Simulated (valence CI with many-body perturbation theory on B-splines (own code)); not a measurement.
## Mg6+: electric-dipole lines

Method: relativistic CI+MBPT: four valence electrons over a frozen Dirac-Fock core [He], radial functions for each j: 11 s, 11 p, 10 d, 8 f, 5 g, 2 h, with the one-electron correlation potential Σ1 (screened to all orders), the two-electron term Σ2, the three-electron term Σ3, Breit, model QED; selected single and double excitations, second order for the rest, scaled by the run's own slope (own B-spline code, finite nucleus).

Against 63 measured levels this calculation errs by 196 cm⁻¹ on average and by 708 at most. These come from a selection out of NIST levels in Kelleher and Podobedova, J. Phys. Chem. Ref. Data 37, 267 (2008). Levels without a partner in it may be off by more. Among the levels kept, up to 1300 cm⁻¹ of a level comes from second order outside the variational space, and about a tenth of that is noise between levels of different J, which matters for small intervals. 3 measured levels below the end of the list, from 1357170 cm⁻¹ on, found no clear computed partner, and computed levels of the same name lie up to 108233 cm⁻¹ from them.

Lines 301 to 350 of 554 in falling wavelength, among levels below 1505500 cm⁻¹, chosen from the strongest by gf and those to the six lowest levels. Wavelengths and rates use the calculated energies, so an error of 200 cm⁻¹ moves a line at 31.88 nm by 0.064 % and its rate by three times that or more. Electric multipoles are in the length gauge, E1 and E2 with the static RPA response of the core. Weak lines are less certain than strong ones. Lines between different terms over intervals too small for the method are left out, as are lines whose strength nearly cancels. Where a level lies close to another of its J and parity, the split of strength between their lines is uncertain. The highest levels of a list are the least certain.

Names give the largest LS component (configuration and term), which can be under half, so a name can repeat, a term be missing and a line seem to break the LS rules; names also repeat where a configuration has a term twice. Letters in brackets count levels of one name in rising energy.

```
λ vac (nm)  λ from measured levels                Upper            Lower   A (s⁻¹)  log gf  Branch %
     31.93                              2s2 2p 4s 1P°_1   2s2 2p 3p 1P_1  3.13e+09   -0.84       6.5
     31.88                   31.90         2s 2p3 1D°_2     2s2 2p2 1D_2  1.36e+10    0.01      99.9
     31.85                              2s2 2p 4d 1P°_1   2s2 2p 3p 1S_0  4.99e+09   -0.64       4.0
     31.73                          2s 2p2 3p 1D°_2 [b]   2s2 2p 3p 1D_2  8.37e+09   -0.20      37.0
     31.55                              2s 2p2 3p 1S°_0   2s2 2p 3p 1P_1  1.52e+10   -0.64      91.4
     31.34                               2s 2p2 3s 1P_1  2s2 2p 3s 1P°_1  1.87e+10   -0.08      14.0
     31.31                          2s 2p2 3p 3D°_2 [c]   2s2 2p 3p 3D_3  2.17e+09   -0.80       4.6
     31.27                          2s 2p2 3p 1P°_1 [b]   2s2 2p 3p 1P_1  3.53e+09   -0.81       4.4
     31.25                          2s 2p2 3p 3S°_1 [b]   2s2 2p 3p 3P_2  7.96e+09   -0.46       9.7
     31.20                          2s 2p2 3p 3D°_3 [c]   2s2 2p 3p 3D_3  9.57e+09   -0.01      19.6
     31.15                          2s 2p2 3p 3S°_1 [b]   2s2 2p 3p 3P_1  5.19e+09   -0.65       6.3
     31.13                           2s 2p2 3d 3F_3 [c]  2s2 2p 3d 3F°_4  1.99e+09   -0.69       2.0
     31.11                          2s 2p2 3p 3D°_2 [c]   2s2 2p 3p 3D_2  6.43e+09   -0.33      13.7
     31.09                           2s 2p2 3s 3P_1 [b]  2s2 2p 3s 3P°_2  7.17e+09   -0.51      10.1
     31.07                          2s 2p2 3p 3D°_1 [c]   2s2 2p 3p 3D_1  6.96e+09   -0.52      13.9
     31.04                           2s 2p2 3d 3F_4 [c]  2s2 2p 3d 3F°_4  1.19e+10    0.19      12.4
     31.04                              2s2 2p 4d 1D°_2   2s2 2p 3p 1D_2  4.50e+09   -0.49       6.9
     31.03                           2s 2p2 3d 1D_2 [b]  2s2 2p 3d 3F°_2  7.03e+09   -0.29       8.8
     30.98                          2s 2p2 3p 3P°_1 [d]   2s2 2p 3p 3S_1  4.87e+09   -0.68      15.5
     30.97                           2s 2p2 3d 3F_3 [c]  2s2 2p 3d 3F°_3  8.96e+09   -0.04       9.2
     30.96                           2s 2p2 3d 3F_2 [c]  2s2 2p 3d 1D°_2  7.03e+09   -0.30       7.7
     30.96                           2s 2p2 3s 3P_2 [b]  2s2 2p 3s 3P°_2  1.17e+10   -0.08      16.6
     30.91                           2s 2p2 3d 1P_1 [b]  2s2 2p 3d 1D°_2  5.99e+09   -0.59       2.3
     30.89                          2s 2p2 3p 3P°_2 [d]   2s2 2p 3p 3S_1  5.37e+09   -0.42      18.1
     30.89                           2s 2p2 3d 3F_4 [c]  2s2 2p 3d 3F°_3  1.13e+09   -0.84       1.2
     30.87                           2s 2p2 3s 3P_1 [b]  2s2 2p 3s 3P°_1  3.52e+09   -0.82       5.0
     30.83                           2s 2p2 3s 3P_0 [b]  2s2 2p 3s 3P°_1  1.02e+10   -0.84      15.7
     30.78                           2s 2p2 3s 3P_1 [b]  2s2 2p 3s 3P°_0  4.72e+09   -0.70       6.7
     30.73                           2s 2p2 3s 3P_2 [b]  2s2 2p 3s 3P°_1  3.78e+09   -0.57       5.4
     30.16                          2s 2p2 3p 1P°_1 [c]   2s2 2p 3p 1D_2  4.85e+09   -0.70      25.1
     29.93                              2s2 2p 4d 1F°_3   2s2 2p 3p 1D_2  1.34e+10    0.10       6.6
     29.02                   29.02      2s2 2p 4d 3D°_2   2s2 2p 3p 3P_1  6.15e+09   -0.41       4.6
     29.01                   29.02      2s2 2p 4d 3D°_3   2s2 2p 3p 3P_2  9.85e+09   -0.06       6.2
     28.98                              2s2 2p 4d 3D°_1   2s2 2p 3p 3P_0  7.21e+09   -0.56       4.7
     28.92                   28.88      2s2 2p 4d 3P°_2   2s2 2p 3p 3P_2  6.66e+09   -0.38       5.5
     28.80                              2s2 2p 4d 3P°_1   2s2 2p 3p 3P_1  5.19e+09   -0.71       4.8
     28.58                              2s2 2p 4d 3D°_2   2s2 2p 3p 3S_1  4.16e+09   -0.59       3.1
     28.39                              2s2 2p 4d 3P°_2   2s2 2p 3p 3S_1  4.35e+09   -0.58       3.6
     28.36                              2s2 2p 4d 3P°_1   2s2 2p 3p 3S_1  4.71e+09   -0.77       4.3
     28.27                              2s2 2p 4d 3F°_2   2s2 2p 3p 3D_1  8.63e+09   -0.29      31.1
     28.26                              2s2 2p 4d 3F°_4   2s2 2p 3p 3D_3  1.64e+10    0.25      98.5
     28.24                              2s2 2p 4d 3F°_3   2s2 2p 3p 3D_2  1.50e+10    0.10      61.7
     28.09                              2s2 2p 4d 1D°_2   2s2 2p 3p 3D_1  5.59e+09   -0.48       8.6
     28.05                   28.07         2s 2p3 1P°_1     2s2 2p2 1D_2  1.80e+10   -0.20      80.2
     27.94                              2s2 2p 4d 3D°_3   2s2 2p 3p 3D_3  3.36e+09   -0.56       2.1
     27.82                   27.84         2s 2p3 3S°_1     2s2 2p2 3P_2  1.62e+10   -0.25      55.8
     27.81                              2s2 2p 4d 3F°_2   2s2 2p 3p 1P_1  5.18e+09   -0.52      18.7
     27.68                   27.70         2s 2p3 3S°_1     2s2 2p2 3P_1  9.62e+09   -0.48      33.1
     27.63                              2s2 2p 4d 1D°_2   2s2 2p 3p 1P_1  6.96e+09   -0.40      10.7
     27.59                   27.62         2s 2p3 3S°_1     2s2 2p2 3P_0  3.20e+09   -0.96      11.0
```

**Question.** How does gf follow from A for the line at 30.91 nm?

**Answer.** gf = 1.4992 × (2J+1)_upper × A / σ², with σ = 323533 cm⁻¹ and 2J+1 = 3: gf = 0.257.
